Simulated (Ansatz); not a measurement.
A nudged elastic band was laid between two geometries of CH6AlNO2Si (12 atoms, charge 0, multiplicity 1).

Level of theory: Ansatz 0.2.0, RKS PBE-D4/6-31G*.

```json
{
 "movable images": "5",
 "climbing image": "yes",
 "spring": "5.0 eV/Å²",
 "optimiser": "quadratic models (default)",
 "start path": "through a guess of the saddle point",
 "force threshold": "0.03 eV/Å",
 "iteration limit": "60",
 "end points": "relaxed"
}
```

First end point:

```xyz
12
Properties=species:S:1:pos:R:3
O 0.760 2.399 1.738
Al 0.421 0.961 0.843
N -0.759 0.758 -0.511
C -0.889 -0.551 -1.151
O -0.272 -1.603 -0.415
Si 1.050 -1.343 0.629
H 0.281 3.225 1.552
H -1.374 1.451 -0.941
H -1.959 -0.827 -1.251
H -0.447 -0.536 -2.173
H 2.366 -1.665 -0.040
H 0.897 -2.323 1.756
```

Last end point:

```xyz
12
Properties=species:S:1:pos:R:3
O 0.726 2.316 1.048
Al 0.006 0.898 0.356
N -1.574 1.264 -0.556
C -1.049 1.239 -1.770
O -0.292 -2.228 -0.566
Si 0.650 -1.438 0.597
H 1.650 2.268 1.354
H -2.558 1.536 -0.480
H -0.108 -3.183 -0.652
H 0.078 0.902 -1.638
H 2.130 -1.640 0.355
H 0.418 -1.990 1.986
```

(1) What changes between the two ends?

(2) Give the energies along the band, and the barrier.

(3) What is the geometry of the highest image?

The band took 36 iterations and about 17 core-minutes.

Answers

(1) Bonds broken: C4–O5, C4–H9. Bonds formed: O5–H9.

(2) It converged. The highest image is number 3 of 0 to 6, 2.25 eV above the first end and 0.23 eV above the last; the last end lies 2.02 eV above the first. Neighbouring images differ by up to 2.0 eV, so the band resolves the path poorly. A vibrational analysis at the climbing image gives one clearly imaginary mode, 878i cm⁻¹: a first-order saddle point. The orbitals stay closed-shell, which can raise the energy where a bond breaks towards radicals; this wasn't checked here.

```tsv
image	path coordinate (Å)	energy (eV)	C4–O5 (Å)	C4–H9 (Å)	O5–H9 (Å)
0	0.00	0.00	1.42	1.11	2.04
1	1.49	0.11	1.46	1.10	2.05
2	2.98	0.25	1.48	1.10	2.03
3	4.47	2.25	2.38	1.39	1.17
4	6.85	2.02	4.13	3.90	0.98
5	9.23	2.02	3.87	4.69	0.98
6	11.61	2.02	3.75	4.66	0.98
```

(3) 
```xyz
12
Properties=species:S:1:pos:R:3
O 0.738 2.568 0.855
Al 0.107 0.963 0.729
N -1.516 0.798 -0.280
C -1.052 0.188 -1.367
O -0.098 -1.910 -0.786
Si 0.780 -1.425 0.541
H 1.661 2.681 1.148
H -2.414 0.423 0.051
H -0.832 -1.179 -1.327
H -0.029 0.592 -1.625
H 2.266 -1.541 0.309
H 0.466 -2.214 1.786
```

The run took 8.6 min on 2 threads of Intel(R) Xeon(R) Platinum 8259CL CPU @ 2.50GHz (Skylake/Cascade Lake), on a shared host, peak memory 0.18 GiB.
